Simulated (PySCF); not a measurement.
PySCF 2.14 output of an unrestricted r2SCAN calculation on a single atom or ion in aug-cc-pVTZ-DK (8s7p5d3f2g, 93 functions), with scalar relativity by spin-free X2C-1e:

```
SCF conv_tol = 1e-09
number electrons alpha = 15  beta = 14
    J. W. Furness, A. D. Kaplan, J. Ning, J. P. Perdew, and J. Sun.,  J. Phys. Chem. Lett. 11, 8208-8215 (2020)
    J. W. Furness, A. D. Kaplan, J. Ning, J. P. Perdew, and J. Sun.,  J. Phys. Chem. Lett. 11, 9248-9248 (2020)
    J. W. Furness, A. D. Kaplan, J. Ning, J. P. Perdew, and J. Sun.,  J. Phys. Chem. Lett. 11, 8208-8215 (2020)
    J. W. Furness, A. D. Kaplan, J. Ning, J. P. Perdew, and J. Sun.,  J. Phys. Chem. Lett. 11, 9248-9248 (2020)
cycle= 1 E= -1654.48513652523  delta_E= 0.0934  |g|= 0.782  |ddm|= 1.06
cycle= 2 E= -1653.89539502799  delta_E= 0.59  |g|= 2.23  |ddm|= 1.26
cycle= 3 E= -1654.56591330198  delta_E= -0.671  |g|= 0.432  |ddm|= 0.652
cycle= 4 E= -1654.60207689219  delta_E= -0.0362  |g|= 0.0274  |ddm|= 0.321
cycle= 5 E= -1654.60232560211  delta_E= -0.000249  |g|= 0.00749  |ddm|= 0.0637
cycle= 6 E= -1654.60234978316  delta_E= -2.42e-05  |g|= 0.0021  |ddm|= 0.0196
cycle= 7 E= -1654.60235159609  delta_E= -1.81e-06  |g|= 0.000533  |ddm|= 0.00538
cycle= 8 E= -1654.60235167323  delta_E= -7.71e-08  |g|= 0.000233  |ddm|= 0.00121
cycle= 9 E= -1654.60235168218  delta_E= -8.95e-09  |g|= 9.98e-05  |ddm|= 0.00018
cycle= 10 E= -1654.60235168401  delta_E= -1.83e-09  |g|= 1.2e-05  |ddm|= 7.24e-05
cycle= 11 E= -1654.60235168404  delta_E= -2.89e-11  |g|= 2.08e-06  |ddm|= 2.13e-05
converged SCF energy = -1654.60235168404  <S^2> = 0.92349522  2S+1 = 2.1665597
```

The run itself started from symmetry-adapted Hartree-Fock orbitals and held the occupation by maximum overlap, on a logarithmic radial grid, so the iterations belong to that start.

Which element, charge and spin multiplicity is this?

Cu (copper, neutral), multiplicity 2; the state was [Ar] 3d10 4p1, 2P determinant (an excited configuration).

⟨S²⟩ = 0.92 against 0.75 shows spin contamination.
